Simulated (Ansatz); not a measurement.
## Relaxing a trial structure of C3H10GeOSi

The starting geometry of this gas-phase singlet was optimised with GFN2-xTB; its bonds are those of `[SiH3][O][GeH2][CH]1CC1`.

```xyz
16

C     0.0135   -1.3791    0.0701
C     0.6483   -2.7332    0.2090
C     0.2224   -1.9898    1.4279
Ge    1.1005    0.1691   -0.4347
O     0.5317    1.5777    0.4254
Si    0.1739    2.1619    1.8966
H     1.4085    2.2872    2.6759
H    -0.4350    3.4514    1.5868
H    -0.7522    1.2560    2.5839
H     2.5470   -0.0161   -0.0277
H     0.9889    0.6280   -1.8662
H    -1.0080   -1.3671   -0.2931
H     0.0777   -3.5975   -0.0967
H     1.7080   -2.8215    0.0148
H    -0.6429   -2.3398    1.9714
H     0.9942   -1.5731    2.0613
```

Where would you expect an optimisation with PBE-D3(BJ)/def2-SVP to take it?

It keeps its bonds, and is `[SiH3][O][GeH2][CH]1CC1`.

The energy falls by 0.30 eV over 21 steps:

```csv
step,E − E(last) (eV)
1,0.302
3,0.030
5,0.017
8,0.006
10,0.005
12,0.002
14,0.000
17,0.000
19,0.000
21,0.000
```

Final geometry (Å):

```xyz
16

C     0.0356   -1.3047    0.0959
C     0.6992   -2.6582    0.2896
C     0.3145   -1.8400    1.4913
Ge    1.0818    0.1979   -0.5584
O     0.5069    1.7202    0.2330
Si    0.0987    2.0030    1.8311
H     1.1877    1.5411    2.7713
H    -0.0969    3.4828    2.0007
H    -1.1758    1.2959    2.2200
H     2.5684   -0.0258   -0.1493
H     0.9272    0.4705   -2.0750
H    -1.0185   -1.3186   -0.2280
H     0.1054   -3.5547    0.0517
H     1.7715   -2.7591    0.0523
H    -0.5495   -2.1612    2.0940
H     1.1201   -1.3751    2.0844
```

No frequencies were run, so the end isn't proven a minimum. Run with Ansatz 0.2.0, 30 s on 4 threads of Arm Neoverse V2 (shared host).
